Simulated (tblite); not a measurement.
Species: C5H13N2 (doublet state).
Numbering: `[CH3:1][C@@H:2]([CH2:3][NH2:4])[CH2:5][CH:6][NH2:7]` (hydrogens: H8, H9, H10 on C1; H11 on C2; H12, H13 on C3; H14, H15 on N4; H16, H17 on C5; H18 on C6; H19, H20 on N7)

Computed with GFN2-xTB (tblite), gas phase: L-BFGS steps from a force-field or distance-geometry start until the largest atomic force falls under 0.01 eV/Å.

Step 23: E = -628.2728 eV
```
atom  x, y, z in Å  |  force x, y, z in eV/Å
C1     -1.6321   -1.3359    0.0820   -0.031  -0.032   0.017
C2     -0.5661   -0.3302   -0.3378   -0.033  -0.026  -0.001
C3     -0.6784    0.9387    0.5073   -0.004   0.002  -0.011
N4     -1.9958    1.5388    0.3430    0.007   0.004   0.003
C5      0.8400   -0.9574   -0.2029    0.018  -0.028   0.004
C6      1.9482   -0.1545   -0.7654   -0.001   0.031   0.025
N7      2.7971    0.5607    0.0881   -0.005   0.034   0.011
H8     -1.5739   -2.2391   -0.5212    0.003   0.001  -0.027
H9     -1.4960   -1.6083    1.1258    0.002  -0.021   0.015
H10    -2.6211   -0.9012   -0.0294    0.008   0.028   0.010
H11    -0.7259   -0.0631   -1.3878    0.010   0.007  -0.023
H12     0.1446    1.6202    0.2379    0.027  -0.002   0.004
H13    -0.5674    0.6752    1.5639   -0.008   0.028  -0.005
H14    -2.0734    2.3761    0.9098    0.004   0.007  -0.005
H15    -2.1345    1.8072   -0.6265    0.011   0.010   0.009
H16     0.8042   -1.9263   -0.7139   -0.020  -0.044  -0.041
H17     1.0308   -1.1501    0.8552    0.024  -0.013   0.031
H18     1.8817    0.2243   -1.7706   -0.001  -0.011  -0.005
H19     3.6723    0.8332   -0.3397   -0.006   0.014  -0.004
H20     2.9407    0.1025    0.9792   -0.005   0.008  -0.006
```

Step 24: E = -628.2733 eV
```
atom  x, y, z in Å  |  force x, y, z in eV/Å
C1     -1.6324   -1.3359    0.0828   -0.024  -0.029   0.010
C2     -0.5661   -0.3312   -0.3361    0.002  -0.031  -0.019
C3     -0.6785    0.9384    0.5073    0.011  -0.007  -0.012
N4     -1.9955    1.5385    0.3422    0.006   0.011   0.000
C5      0.8398   -0.9587   -0.2020    0.043  -0.037   0.001
C6      1.9475   -0.1545   -0.7654   -0.015   0.034   0.020
N7      2.7944    0.5633    0.0884    0.001   0.023   0.005
H8     -1.5767   -2.2373   -0.5226    0.002  -0.009  -0.032
H9     -1.4958   -1.6108    1.1256    0.003  -0.023   0.025
H10    -2.6191   -0.8976   -0.0271   -0.020   0.029   0.011
H11    -0.7217   -0.0654   -1.3870   -0.010   0.012  -0.027
H12     0.1442    1.6198    0.2371    0.030  -0.003   0.007
H13    -0.5670    0.6747    1.5636   -0.010   0.033   0.005
H14    -2.0717    2.3760    0.9088   -0.002   0.012   0.003
H15    -2.1313    1.8086   -0.6272    0.004   0.007   0.004
H16     0.8057   -1.9269   -0.7159   -0.030  -0.030  -0.027
H17     1.0325   -1.1537    0.8556    0.019  -0.009   0.020
H18     1.8783    0.2244   -1.7711    0.005  -0.015   0.017
H19     3.6702    0.8349   -0.3393   -0.012   0.015   0.000
H20     2.9378    0.1043    0.9793   -0.004   0.015  -0.011
```

Step 25: E = -628.2738 eV
```
atom  x, y, z in Å  |  force x, y, z in eV/Å
C1     -1.6332   -1.3364    0.0839   -0.009  -0.016  -0.001
C2     -0.5660   -0.3329   -0.3347    0.039  -0.028  -0.030
C3     -0.6784    0.9379    0.5072    0.026  -0.015  -0.011
N4     -1.9949    1.5384    0.3413    0.008   0.016  -0.005
C5      0.8404   -0.9609   -0.2011    0.051  -0.038  -0.004
C6      1.9465   -0.1539   -0.7649   -0.029   0.029   0.014
N7      2.7912    0.5667    0.0888    0.005   0.011  -0.002
H8     -1.5797   -2.2355   -0.5248   -0.005  -0.015  -0.028
H9     -1.4955   -1.6141    1.1257    0.002  -0.023   0.024
H10    -2.6173   -0.8929   -0.0243   -0.041   0.020   0.014
H11    -0.7171   -0.0677   -1.3866   -0.030   0.010  -0.018
H12     0.1445    1.6192    0.2363    0.028  -0.009   0.008
H13    -0.5667    0.6748    1.5634   -0.010   0.034   0.011
H14    -2.0699    2.3760    0.9077   -0.006   0.014   0.009
H15    -2.1276    1.8103   -0.6279   -0.003   0.004  -0.003
H16     0.8069   -1.9281   -0.7186   -0.032  -0.010  -0.007
H17     1.0348   -1.1579    0.8565    0.012  -0.007   0.000
H18     1.8746    0.2242   -1.7714    0.011  -0.018   0.036
H19     3.6677    0.8370   -0.3388   -0.015   0.018   0.003
H20     2.9346    0.1065    0.9793   -0.003   0.021  -0.010
```

**Question.** Estimate the geometry and energy of step 26. (The exact step hangs on the optimiser's Hessian estimate; all steps are aligned on step 25, rigid shifts and turns removed.)

**Answer.** E = -628.2745 eV, largest force 0.066 eV/Å
```
atom  x, y, z in Å  |  force x, y, z in eV/Å
C1     -1.6342   -1.3371    0.0851    0.008   0.002  -0.014
C2     -0.5651   -0.3354   -0.3336    0.058  -0.016  -0.028
C3     -0.6776    0.9370    0.5067    0.035  -0.018  -0.007
N4     -1.9938    1.5384    0.3401    0.017   0.018  -0.011
C5      0.8418   -0.9642   -0.2002    0.035  -0.028  -0.007
C6      1.9450   -0.1529   -0.7642   -0.035   0.016   0.008
N7      2.7873    0.5709    0.0892    0.005  -0.001  -0.007
H8     -1.5834   -2.2336   -0.5278   -0.017  -0.015  -0.017
H9     -1.4949   -1.6179    1.1263   -0.003  -0.021   0.006
H10    -2.6157   -0.8870   -0.0206   -0.043   0.001   0.018
H11    -0.7125   -0.0701   -1.3865   -0.045   0.002  -0.002
H12     0.1458    1.6180    0.2357    0.023  -0.015   0.008
H13    -0.5667    0.6756    1.5633   -0.008   0.029   0.014
H14    -2.0682    2.3760    0.9067   -0.006   0.011   0.012
H15    -2.1237    1.8121   -0.6289   -0.009   0.003  -0.010
H16     0.8072   -1.9300   -0.7216   -0.023   0.008   0.013
H17     1.0376   -1.1624    0.8574    0.005  -0.009  -0.022
H18     1.8706    0.2242   -1.7711    0.016  -0.018   0.044
H19     3.6644    0.8396   -0.3382   -0.013   0.024   0.003
H20     2.9308    0.1096    0.9792    0.000   0.026  -0.004
```

The energy changes by -0.0006 eV. The first-order estimate −F·Δx gives -0.0009 eV and the mean of the old and new forces, exact on a quadratic surface, -0.0006 eV. The step makes an angle of 72° with the force vector and moves no atom by more than 0.007 Å.

The cost below is that of the whole relaxation. On one thread of an Intel Xeon Platinum 8259CL at 2.50 GHz (shared host), this took 1.0 s wall.
